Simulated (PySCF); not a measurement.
C₃H₅ClOSi, SMILES C#CC[Si@@H](O)Cl. Atoms are numbered in the order given.

```xyz
11

C     -2.7898     1.2636     0.5533
C     -2.0046     0.7441    -0.2094
C     -1.0247     0.0929    -1.0640
Si     0.3235    -0.7651    -0.0535
O      1.3431    -1.6322    -1.0320
Cl     1.3802     0.7154     0.9546
H     -3.4905     1.7309     1.2186
H     -0.5477     0.8205    -1.7447
H     -1.5015    -0.6754    -1.6995
H     -0.2487    -1.7211     0.9145
H      1.9651    -1.1512    -1.5907
```
Charge 0, spin multiplicity 1.

Geometry: B3LYP-D3(BJ)/def2-SVP. The structure was generated by enumeration; whether it is a known compound was not checked. Other conformers were not sampled.

Two levels are set side by side: PBE/pcSseg-1 (PySCF) and B3LYP/pcSseg-1 (PySCF). GIAO shifts against H2O (¹⁷O), HCl (³⁵Cl), TMS (²⁹Si), TMS (¹H), TMS (¹³C) at the same level; non-relativistic, no solvent, atoms listed together averaged. Without spin–orbit terms, shifts of atoms bonded to Cl or Br come out too high at both levels. Differences are taken from unrounded values.

| quantity | B3LYP | PBE | PBE minus B3LYP |
|---|---|---|---|
| δ(¹³C) of C1 (ppm) | 75.4 | 74.6 | -0.8 |
| δ(¹³C) of C2 (ppm) | 79.4 | 78.5 | -0.9 |
| δ(¹³C) of C3 (ppm) | 15.6 | 17.3 | 1.7 |
| δ(²⁹Si) of Si4 (ppm) | 2.4 | 5.7 | 3.3 |
| δ(¹⁷O) of O5 (ppm) | 69.9 | 78.4 | 8.4 |
| δ(³⁵Cl) of Cl6 (ppm) | 51.3 | 74.1 | 22.8 |
| δ(¹H) of H7 (ppm) | 1.99 | 1.90 | -0.10 |
| δ(¹H) of H10 (ppm) | 5.33 | 5.61 | 0.28 |
| δ(¹H) of H11 (ppm) | 2.04 | 1.99 | -0.05 |

Rough cost on one machine, each run with all the roots and properties that it gave: B3LYP against PBE within a factor of 2.
